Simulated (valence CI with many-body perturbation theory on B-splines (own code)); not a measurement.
# E1 transitions of As¹⁹⁺

Level of theory: valence CI with perturbative core correlation (CI+MBPT): four valence electrons over a frozen Dirac-Fock core [Ne], radial functions for each j: 11 s, 11 p, 9 d, 7 f, 5 g, 2 h, 1 i, with the one-electron correlation potential Σ1, the two-electron term Σ2, the three-electron term Σ3, Breit, model QED; selected CI, second order for the rest (own B-spline code, finite nucleus).

No measured levels were compared; by estimate levels of excited configurations hold to 0.05 to 0.15 % of their energy, terms of the ground configuration to about 0.5 %.

Lines 101 to 150 of 216 in falling wavelength, among levels below 1278100 cm⁻¹, chosen from the strongest by gf and those to the six lowest levels. Wavelengths and rates use the calculated energies, so an error of 300 cm⁻¹ moves a line at 16.30 nm by 0.049 % and its rate by three times that or more. Electric multipoles are in the length gauge, E1 and E2 with the static RPA response of the core. Weak lines are less certain than strong ones. Lines between different terms over intervals too small for the method are left out, as are lines whose strength nearly cancels. Where a level lies close to another of its J and parity, the split of strength between their lines is uncertain. The highest levels of a list are the least certain.

Names give the largest LS component (configuration and term), which can be under half, so a name can repeat, a term be missing and a line seem to break the LS rules; names also repeat where a configuration has a term twice. Letters in brackets count levels of one name in rising energy.

| λ vac (nm) | Upper | Lower | A (s⁻¹) | S (a.u.) with core polarisation | S without |
| --- | --- | --- | --- | --- | --- |
| 16.30 | 3s²3p3d ³P°_1 | 3s²3p² ¹S_0 | 5.51e+07 | 3.54e-04 | 3.66e-04 |
| 16.23 | 3s3p³ ³S°_1 | 3s²3p² ³P_1 | 2.40e+10 | 1.52e-01 | 1.56e-01 |
| 16.17 | 3s3p²3d ³G_3 | 3s3p³ ³P°_2 | 1.77e+09 | 2.59e-02 | 2.67e-02 |
| 16.16 | 3s3p²3d ⁵F_2 | 3s3p³ ⁵S°_2 | 3.84e+08 | 4.00e-03 | 4.11e-03 |
| 16.13 | 3s²3p3d ³P°_2 [a] | 3s²3p² ¹D_2 | 7.68e+09 | 7.96e-02 | 8.20e-02 |
| 16.11 | 3s3p²3d ⁵P_2 | 3s3p³ ³D°_3 | 2.32e+09 | 2.39e-02 | 2.46e-02 |
| 16.02 | 3s²3p3d ³F°_2 | 3s²3p² ³P_1 | 9.56e+08 | 9.71e-03 | 9.98e-03 |
| 16.02 | 3s²3p3d ³F°_3 | 3s²3p² ³P_2 | 2.92e+09 | 4.15e-02 | 4.26e-02 |
| 16.01 | 3p⁴ ³P_1 | 3s3p³ ⁵S°_2 | 7.49e+06 | 4.55e-05 | 4.69e-05 |
| 15.90 | 3s3p²3d ¹P_1 | 3s3p³ ¹D°_2 | 3.02e+10 | 1.79e-01 | 1.85e-01 |
| 15.86 | 3s3p²3d ³P_0 [a] | 3s3p³ ³P°_1 | 2.91e+10 | 5.74e-02 | 5.91e-02 |
| 15.83 | 3s²3p3d ³D°_1 | 3s²3p² ¹D_2 | 3.40e+09 | 2.00e-02 | 2.06e-02 |
| 15.83 | 3s3p²3d ⁵F_3 | 3s3p³ ⁵S°_2 | 7.35e+08 | 1.01e-02 | 1.03e-02 |
| 15.78 | 3s3p²3d ³P_2 [a] | 3s3p³ ³D°_3 | 2.70e+10 | 2.62e-01 | 2.70e-01 |
| 15.59 | 3p⁴ ¹D_2 | 3s3p³ ⁵S°_2 | 1.14e+07 | 1.07e-04 | 1.10e-04 |
| 15.53 | 3s3p²3d ³P_1 [b] | 3s3p³ ¹D°_2 | 4.63e+09 | 2.57e-02 | 2.64e-02 |
| 15.39 | 3s3p²3d ³P_2 [a] | 3s3p³ ³D°_2 | 2.69e+10 | 2.42e-01 | 2.49e-01 |
| 15.32 | 3s3p²3d ³P_2 [a] | 3s3p³ ³D°_1 | 6.24e+09 | 5.54e-02 | 5.70e-02 |
| 15.30 | 3s3p²3d ¹F_3 | 3s3p³ ³P°_2 | 2.08e+10 | 2.57e-01 | 2.65e-01 |
| 15.23 | 3s3p²3d ³P_2 [b] | 3s3p³ ¹D°_2 | 3.35e+09 | 2.92e-02 | 3.00e-02 |
| 15.22 | 3s3p³ ³S°_1 | 3s²3p² ³P_0 | 1.31e+10 | 6.84e-02 | 7.05e-02 |
| 15.16 | 3s3p³ ¹P°_1 | 3s²3p² ³P_2 | 9.19e+02 | 4.74e-09 | 6.90e-10 |
| 15.09 | 3s²3p3d ¹D°_2 | 3s²3p² ¹D_2 | 2.80e+10 | 2.37e-01 | 2.44e-01 |
| 15.08 | 3s3p²3d ³D_3 [b] | 3s3p³ ¹D°_2 | 1.57e+10 | 1.86e-01 | 1.91e-01 |
| 15.06 | 3s3p²3d ⁵D_1 | 3s3p³ ⁵S°_2 | 9.50e+08 | 4.81e-03 | 4.94e-03 |
| 15.03 | 3s3p²3d ⁵D_2 | 3s3p³ ⁵S°_2 | 3.10e+09 | 2.59e-02 | 2.67e-02 |
| 14.97 | 3s3p²3d ⁵D_3 | 3s3p³ ⁵S°_2 | 4.57e+09 | 5.30e-02 | 5.45e-02 |
| 14.84 | 3s3p²3d ³F_3 [b] | 3s3p³ ³P°_2 | 2.89e+09 | 3.27e-02 | 3.37e-02 |
| 14.83 | 3s²3p3d ³D°_3 | 3s²3p² ¹D_2 | 1.16e+10 | 1.31e-01 | 1.35e-01 |
| 14.81 | 3s²3p3d ³P°_1 | 3s²3p² ¹D_2 | 1.41e+10 | 6.75e-02 | 6.95e-02 |
| 14.76 | 3s3p²3d ³D_1 [b] | 3s3p³ ³P°_1 | 4.35e+09 | 2.07e-02 | 2.13e-02 |
| 14.76 | 3s3p²3d ³P_1 [a] | 3s3p³ ³D°_2 | 9.42e+09 | 4.48e-02 | 4.62e-02 |
| 14.74 | 3s3p²3d ¹P_1 | 3s3p³ ³P°_2 | 2.20e+10 | 1.04e-01 | 1.07e-01 |
| 14.69 | 3s3p²3d ³P_1 [a] | 3s3p³ ³D°_1 | 4.12e+10 | 1.93e-01 | 1.99e-01 |
| 14.69 | 3s3p³ ¹P°_1 | 3s²3p² ³P_1 | 1.65e+10 | 7.75e-02 | 7.99e-02 |
| 14.66 | 3s²3p3d ³P°_2 [a] | 3s²3p² ³P_2 | 2.95e+10 | 2.30e-01 | 2.36e-01 |
| 14.65 | 3s3p²3d ³D_1 [b] | 3s3p³ ³P°_0 | 2.26e+10 | 1.05e-01 | 1.08e-01 |
| 14.64 | 3s²3p3d ³P°_2 [b] | 3s²3p² ¹D_2 | 5.57e+10 | 4.31e-01 | 4.43e-01 |
| 14.58 | 3s3p²3d ³D_2 [c] | 3s3p³ ³P°_1 | 4.12e+10 | 3.15e-01 | 3.24e-01 |
| 14.56 | 3s3p²3d ³P_0 [b] | 3s3p³ ³P°_1 | 5.45e+10 | 8.30e-02 | 8.54e-02 |
| 14.52 | 3s3p²3d ³D_2 [a] | 3s3p³ ³D°_3 | 1.07e+10 | 8.11e-02 | 8.35e-02 |
| 14.44 | 3s3p²3d ³F_2 | 3s3p³ ⁵S°_2 | 4.71e+08 | 3.50e-03 | 3.60e-03 |
| 14.42 | 3s3p²3d ³P_1 [b] | 3s3p³ ³P°_2 | 4.65e+09 | 2.07e-02 | 2.13e-02 |
| 14.40 | 3s²3p3d ³D°_1 | 3s²3p² ³P_2 | 2.88e+09 | 1.28e-02 | 1.31e-02 |
| 14.39 | 3s3p²3d ³P_1 [b] | 3s3p³ ³P°_1 | 2.76e+10 | 1.22e-01 | 1.25e-01 |
| 14.30 | 3s3p²3d ³D_3 [a] | 3s3p³ ³D°_3 | 3.44e+10 | 3.48e-01 | 3.58e-01 |
| 14.28 | 3s3p²3d ³P_1 [b] | 3s3p³ ³P°_0 | 2.17e+10 | 9.36e-02 | 9.63e-02 |
| 14.22 | 3s²3p3d ³P°_2 [a] | 3s²3p² ³P_1 | 4.34e+10 | 3.08e-01 | 3.17e-01 |
| 14.21 | 3s²3p3d ¹P°_1 | 3s²3p² ¹S_0 | 8.62e+10 | 3.66e-01 | 3.76e-01 |
| 14.17 | 3s3p²3d ³P_2 [b] | 3s3p³ ³P°_2 | 4.64e+10 | 3.25e-01 | 3.35e-01 |
